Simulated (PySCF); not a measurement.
# How methods differ on the ionisation energy of Kr²⁺

Kr²⁺ [Ar] 3d10 4s2 4p4 (3P) → Kr³⁺ [Ar] 3d10 4s2 4p3 (4S), as a difference of total energies. Computed with PySCF 2.14 in def2-QZVPPD (12s8p5d4f1g, 98 functions), with no relativity, point nucleus. Correlated levels: valence: [Ar] 3d10 frozen. The calculations carry no spin-orbit coupling.

```
           method  ionisation energy (eV)  plus first-order spin-orbit estimate  difference from reference of that sum (eV)
              UHF                  34.285                                34.503                                      -1.335
    MP2 (valence)                  35.115                                35.333                                      -0.505
SCS-MP2 (valence)                  35.212                                35.430                                      -0.408
   CCSD (valence)                  35.247                                35.465                                      -0.373
CCSD(T) (valence)                  35.275                                35.493                                      -0.345
```

Reference: 35.838 ± 0.02 eV (measured; NIST Atomic Spectra Database, ionization energies).

A first-order spin-orbit estimate (lowest level to lowest level, LS coupling) adds 0.218 eV.

These non-relativistic numbers lack the scalar-relativistic shift.

Errors of the correlated levels include the incompleteness of this basis and the frozen core.
